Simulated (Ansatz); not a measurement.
Input file for Ansatz (a quantum-chemistry and plane-wave program): R-CCSD(T)/aug-cc-pVTZ on HF (SMILES F) with ghost functions.

Ansatz 0.2 input:
```yaml
crystal:
  periodic: [false, false, false]
  atoms:
    - {symbol: F, position_ang: [-0.03245971, -0.01161536, 0.34874149]}
    - {symbol: H, position_ang: [-0.01822541, -0.00444956, 1.28328892]}
basis:
  gaussian:
    orbitals: aug-cc-pVTZ
    ghost_atoms:
      - {symbol: C, position_ang: [0.25506446, -0.53644241, 3.39846812]}
      - {symbol: C, position_ang: [-0.23015274, 0.55913527, 3.39748424]}
      - {symbol: H, position_ang: [0.68601149, -1.50909023, 3.40737860]}
      - {symbol: H, position_ang: [-0.66090610, 1.53188440, 3.40465836]}
magnetization: {spin_polarized: false}
correlation: {method: ccsd_t, electrons: outside_noble_gas}
scf: {lower_state_search: off}
```

What total energy does the run end on?

-100.3498 hartree (reference determinant -100.0600, T1 diagnostic 0.010).

How many basis functions does it have, and what does it roughly cost on one machine?

207 functions; about 30 core-seconds (a rough figure).
